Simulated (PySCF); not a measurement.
First SCF of a structure search on singlet [PdBr3]+, at a hand-made trigonal planar geometry. PySCF input:

```python
from pyscf import gto, scf, dft
mol = gto.M(atom='''
Pd     0.000000     0.000000     0.000000
Br     2.293200     0.000000     0.000000
Br    -1.146600     1.986000     0.000000
Br    -1.146600    -1.986000     0.000000''',
    basis={'Pd': 'def2-SVP', 'Br': 'def2-SVP'},
    ecp={'Pd': 'def2-SVP'},
    charge=1, spin=0)
mf = dft.RKS(mol, xc='PBE0')
mf.grids.atom_grid = (50, 194)
aux = {'Pd': 'def2-universal-JKFIT', 'Br': 'def2-universal-JKFIT'}
mf = mf.density_fit(auxbasis=aux)
mf.conv_tol = 1e-08
mf.diis_space = 10
mf.max_cycle = 60
mf.init_guess = 'minao'
mf.verbose = 4
mf.kernel()
```

Excerpt of the output (cycles and frontier levels):

```
init E= -7834.65444609922
  HOMO = -0.616619390163534  LUMO = -0.610263758131583  gap/eV = 0.17295
cycle= 1 E= -7846.76916887561  delta_E= -12.1  |g|=  2.1  |ddm|=  4.3
  HOMO = -0.0646351209592336  LUMO = -0.0281450163910424  gap/eV = 0.99295
cycle= 2 E= -7827.77878967593  delta_E=   19  |g|= 5.79  |ddm|= 12.5
  HOMO = -0.581764247840479  LUMO = -0.530185909613572  gap/eV = 1.40352
cycle= 3 E= -7847.88398357663  delta_E= -20.1  |g|=    1  |ddm|= 12.1
  HOMO = -0.493763455121348  LUMO = -0.413691431203007  gap/eV = 2.17887
cycle= 4 E= -7848.17938892479  delta_E= -0.295  |g|= 0.193  |ddm|= 1.17
  HOMO = -0.508043155939118  LUMO = -0.42882037876363  gap/eV = 2.15576
cycle= 5 E= -7848.18232321611  delta_E= -0.00293  |g|= 0.0787  |ddm|= 0.186
  HOMO = -0.505807082364812  LUMO = -0.426421535004117  gap/eV = 2.16019
cycle= 6 E= -7848.18299745277  delta_E= -0.000674  |g|= 0.00905  |ddm|= 0.0673
  HOMO = -0.505028886033426  LUMO = -0.425694491344049  gap/eV = 2.15880
cycle= 7 E= -7848.18301545301  delta_E= -1.8e-05  |g|= 0.0093  |ddm|= 0.0257
  HOMO = -0.505219335230443  LUMO = -0.425797689604933  gap/eV = 2.16117
cycle= 8 E= -7848.18302753192  delta_E= -1.21e-05  |g|= 0.00736  |ddm|= 0.0159
  HOMO = -0.505633678873109  LUMO = -0.426100190207108  gap/eV = 2.16422
cycle= 9 E= -7848.18304363198  delta_E= -1.61e-05  |g|= 0.00264  |ddm|= 0.0104
  HOMO = -0.505772214360747  LUMO = -0.426267199892129  gap/eV = 2.16344
cycle= 10 E= -7848.18304531906  delta_E= -1.69e-06  |g|= 0.000403  |ddm|= 0.00336
  HOMO = -0.505758280655338  LUMO = -0.426244415848878  gap/eV = 2.16368
cycle= 11 E= -7848.18304536422  delta_E= -4.52e-08  |g|= 9.2e-05  |ddm|= 0.000708
  HOMO = -0.505758495751814  LUMO = -0.426243100460037  gap/eV = 2.16372
cycle= 12 E= -7848.18304536638  delta_E= -2.16e-09  |g|= 5.31e-06  |ddm|= 0.000108
  HOMO = -0.505757276389051  LUMO = -0.426241860614062  gap/eV = 2.16372
Extra cycle  E= -7848.18304536637  delta_E= 1.27e-11  |g|= 4.23e-06  |ddm|= 1.72e-05
converged SCF energy = -7848.18304536637
```

No lower solution of this spin was found from smeared starts or by a stability analysis within the restricted form, which does not test spin polarisation.

Stability towards spin polarisation was not tested.

The search for the lowest solution, 3 starts and the stability check together, took 31 s on 2 threads of a shared Arm Neoverse V2 host, with 127 basis functions; the process peaked at 0.58 GiB. Launch command: `OMP_NUM_THREADS=2 python axn.py task.json out`.
